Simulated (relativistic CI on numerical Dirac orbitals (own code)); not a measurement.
**Mn+ in a cubic cluster: 3p photoemission with charge transfer**

Computed with a charge-transfer multiplet model of a cubic metal-ligand cluster with up to 3 ligand holes, Slater and spin-orbit integrals from Dirac-Coulomb-Breit ions, Slater integrals scaled by 0.8. The ground state mixes d6 with configurations of k ligand holes L, whose averages lie at kΔ + k(k − 1)U_dd/2; a core hole lowers each added d electron by U_cd. 20 K, Lorentzian 0.9 eV and Gaussian 0.8 eV FWHM.

Atomic integrals in eV (Slater integrals scaled, ζ unscaled), ground: F2dd 7.203, F4dd 4.433, zeta_d 0.031; with the core hole: F2dd 8.311, F4dd 5.165, zeta_d 0.037, zeta_core 0.813, F2cd 9.272, G1cd 11.535, G3cd 6.962.

Cluster parameters (eV): Δ = 6.8, U_dd = 6.3, U_cd = 7.8, 10Dq = 0.3, 10Dq(ligand) = 1.4, final-state hopping factor = 0.9.

Weights, n_d and S are thermal averages at 20 K. Binding energies count from the first peak over 30 % of the highest in each spectrum, which can be another peak from case to case. The parameters are a model scan and need not match a compound or its usual spin state. Peaks in eV (height, largest 100): 0.0 (76), 1.9 (100), 6.1 (44), 8.8 (16), 16.2 (27), 19.1 (34).

Which parameters give this spectrum?
A. V(eg) = 1.2 eV, V(t2g) = -0.58 eV
B. V(eg) = 2.4 eV, V(t2g) = -1.16 eV
C. V(eg) = 1.8 eV, V(t2g) = -0.87 eV

A. V(eg) = 1.2 eV, V(t2g) = -0.58 eV; the ground state then has 6.05 d electrons and S = 2.00. The choice follows from running the model for each set and comparing peak positions and heights.
